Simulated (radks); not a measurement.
Spherical quantum dot in the effective-mass picture: electrons in a parabolic well V = omega^2 r^2 / 2 with omega = 2.86, all in effective atomic units (hartree* = m*/eps^2 hartree, bohr* = eps/m* bohr), one dielectric constant everywhere. Method: non-relativistic Kohn-Sham, LDA (Slater exchange, Perdew-Wang correlation), spin-polarised, spherical densities; computed with a radial shooting solver with Libxc functionals. Levels are named by radial order and angular momentum (1s, 1p, 1d, 2s, ...), and open shells are averaged over m. Results are scaled to m* = 0.165 and eps = 12.7, for which hartree* = 27.84 meV and bohr* = 4.073 nm. Each electron was tried in the lowest free levels, single moves between levels near the top were tried too, and the lowest total energy was kept; such a search can miss a lower state. At N = 1 the Hartree and exchange-correlation terms need not cancel, so that row can carry a self-interaction error.

| N | open shells | 2S | E (meV) | mu = E(N) - E(N-1) (meV) | addition energy mu(N+1) - mu(N) (meV) | e(HOMO) (meV) | rms radius (nm) |
|---|---|---|---|---|---|---|---|
| 1 | 1s(up 1, down 0) | 1 | 121.280 | 121.28 | 34.80 | 134.52 | 2.965 |
| 2 | none | 0 | 277.358 | 156.08 | 97.40 | 169.25 | 3.076 |
| 3 | 1p(up 1, down 0) | 1 | 530.842 | 253.48 | 22.92 | 264.81 | 3.440 |
| 4 | 1p(up 2, down 0) | 2 | 807.245 | 276.40 | 23.33 | 288.05 | 3.639 |
| 5 | 1p(up 3, down 0) | 3 | 1106.98 | 299.73 | 29.80 | 311.40 | 3.778 |
| 6 | 1p(up 3, down 1) | 2 | 1436.51 | 329.53 | 21.66 | 340.26 | 3.894 |
| 7 | 1p(up 3, down 2) | 1 | 1787.69 | 351.19 | 21.96 | 362.15 | 3.991 |
| 8 | none | 0 | 2160.84 | 373.15 | 83.74 | 384.13 | 4.075 |
| 9 | 1d(up 1, down 0) | 1 | 2617.73 | 456.89 | 19.12 | 466.45 | 4.219 |
| 10 | 1d(up 2, down 0) | 2 | 3093.75 | 476.01 | 19.12 | 485.58 | 4.339 |
| 11 | 1d(up 3, down 0) | 3 | 3588.88 | 495.13 | 19.05 | 504.67 | 4.443 |
| 12 | 1d(up 4, down 0) | 4 | 4103.06 | 514.18 | 18.95 | 523.68 | 4.535 |
| 13 | 1d(up 5, down 0) | 5 | 4636.20 | 533.14 | 24.09 | 542.58 | 4.617 |
| 14 | 1d(up 5, down 1) | 4 | 5193.43 | 557.23 | 18.10 | 566.27 | 4.695 |
| 15 | 1d(up 5, down 2) | 3 | 5768.76 | 575.33 | 18.10 | 584.38 | 4.767 |
| 16 | 1d(up 5, down 3) | 2 | 6362.19 | 593.43 | 18.05 | 602.46 | 4.834 |
| 17 | 1d(up 5, down 4) | 1 | 6973.66 | 611.48 | 17.97 | 620.48 | 4.896 |
| 18 | none | 0 | 7603.12 | 629.45 | 23.76 | 638.41 | 4.956 |
| 19 | 2s(up 1, down 0) | 1 | 8256.32 | 653.21 | 20.22 | 662.41 | 5.014 |
| 20 | none | 0 | 8929.76 | 673.43 | 63.82 | 682.56 | 5.070 |
| 21 | 1f(up 1, down 0) | 1 | 9667.01 | 737.25 | 16.18 | 745.35 | 5.143 |
| 22 | 1f(up 2, down 0) | 2 | 10420.4 | 753.43 | 16.13 | 761.51 | 5.212 |
| 23 | 1f(up 3, down 0) | 3 | 11190.0 | 769.56 | 16.07 | 777.60 | 5.276 |
| 24 | 1f(up 4, down 0) | 4 | 11975.6 | 785.63 | 16.00 | 793.64 | 5.337 |
| 25 | 1f(up 5, down 0) | 5 | 12777.2 | 801.62 | 15.93 | 809.60 | 5.396 |
| 26 | 1f(up 6, down 0) | 6 | 13594.8 | 817.55 | - | 825.49 | 5.451 |

All shells are closed at N = 2, 8, 18, 20 (there: 1s2 1p6 1d10 2s2); the second difference of the energy has clear peaks (12 % above both neighbours; the first and last values, which can be the largest, are not judged, and half-filled shells can peak too) at N = 2, 5, 8, 13, 18, 20.
